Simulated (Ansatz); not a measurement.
Geometry optimisation, DFT PBE, scalar-relativistic, plane waves, PAW in Ansatz.

Input:

```yaml
crystal:
  lattice:
    - [7.398, 0.0, 0.0]
    - [-3.699, 6.406856, 0.0]
    - [0.0, 0.0, 13.0]
  atoms:
    - { symbol: C, position: [0.0, 0.0, 0.0769231] }
    - { symbol: C, position: [0.2222222, 0.1111111, 0.0769231] }
    - { symbol: C, position: [0.0, 0.3333333, 0.0769231] }
    - { symbol: C, position: [0.2222222, 0.4444444, 0.0769231] }
    - { symbol: C, position: [0.0, 0.6666667, 0.0769231] }
    - { symbol: C, position: [0.2222222, 0.7777778, 0.0769231] }
    - { symbol: C, position: [0.3333333, 0.0, 0.0769231] }
    - { symbol: C, position: [0.5555556, 0.1111111, 0.0769231] }
    - { symbol: C, position: [0.3333333, 0.3333333, 0.0769231] }
    - { symbol: C, position: [0.5555556, 0.4444444, 0.0769231] }
    - { symbol: C, position: [0.3333333, 0.6666667, 0.0769231] }
    - { symbol: C, position: [0.5555556, 0.7777778, 0.0769231] }
    - { symbol: C, position: [0.6666667, 0.0, 0.0769231] }
    - { symbol: C, position: [0.8888889, 0.1111111, 0.0769231] }
    - { symbol: C, position: [0.6666667, 0.3333333, 0.0769231] }
    - { symbol: C, position: [0.8888889, 0.4444444, 0.0769231] }
    - { symbol: C, position: [0.6666667, 0.6666667, 0.0769231] }
    - { symbol: C, position: [0.8888889, 0.7777778, 0.0769231] }
    - { symbol: C, position: [0.0302512, 0.7507961, 0.1892308] }
    - { symbol: O, position: [0.0302512, 0.7507961, 0.2784615] }
basis:
  ecutwfc: 420.0
kpoints:
  mp_grid: { grid: [2, 2, 1] }
hamiltonian:
  xc: pbe
scf:
  occupations: { method: gaussian, width: 0.05 }
  lower_state_search: "off"
relax:
  f_tol: 0.03
  max_steps: 60
  adjacent_minimum: "off"
```

Run as:

```bash
$ ansatz run input.yaml --threads 1 --pin off --max-ram 3072MiB --backend cpu --events-out ev --progress --plain --runs-dir out
```

Question: Where does it end, and by what steps?

Answer: The forces met the threshold. The force dipped under the threshold on the way, but the program's further checks kept it going. Limits of this set-up: coarse k mesh, slab without dipole correction, no dispersion correction for a molecule that may bind weakly. After 21 steps the energy has fallen by 4.123 eV; C19 moved furthest, 2.07 Å. Parted: C5–C19.

```tsv
step	energy less start (eV)	largest force component (eV/Å)	accepted
0	0.0000	3.009	yes
1	-0.5714	2.951	yes
2	-1.1839	4.848	yes
3	-1.7561	5.133	yes
4	-2.4464	5.547	yes
5	-3.3134	4.757	yes
6	-3.7969	3.263	yes
7	-3.9647	2.254	yes
8	-4.0530	1.116	yes
9	-4.0980	0.331	yes
10	-4.1104	0.191	yes
11	-4.1080	0.452	no
12	-4.1181	0.052	yes
13	-4.1193	0.511	yes
14	-4.1188	0.766	no
15	-4.1218	0.229	yes
16	-4.1229	0.094	yes
17	-4.1154	0.359	no
18	-4.1231	0.012	yes
19	-4.1232	0.125	yes
20	-4.1233	0.033	yes
21	-4.1233	0.025	yes
```

```xyz
20
Lattice="7.3980 0.0000 0.0000 -3.6990 6.4069 0.0000 0.0000 0.0000 13.0000" Properties=species:S:1:pos:R:3
C -0.004 -0.008 0.807
C 1.244 0.712 0.806
C -1.227 2.139 0.807
C -0.004 2.844 0.807
C -2.455 4.260 0.807
C -1.227 4.969 0.807
C 2.472 0.003 0.806
C 3.695 0.709 0.807
C 1.244 2.124 0.807
C 2.472 2.833 0.807
C -0.004 4.263 0.807
C 1.244 4.983 0.807
C 4.943 -0.012 0.807
C 6.171 0.698 0.807
C 3.695 2.127 0.807
C 4.943 2.848 0.807
C 2.472 4.274 0.807
C 3.695 4.980 0.807
C -2.518 5.330 4.467
O -2.669 4.391 5.088
```

Whether the end is a true minimum wasn't checked by a vibrational analysis.

Time of the run: 3 min on 1 thread of Arm Neoverse V1, with other jobs on the host, peak memory 0.68 GiB.
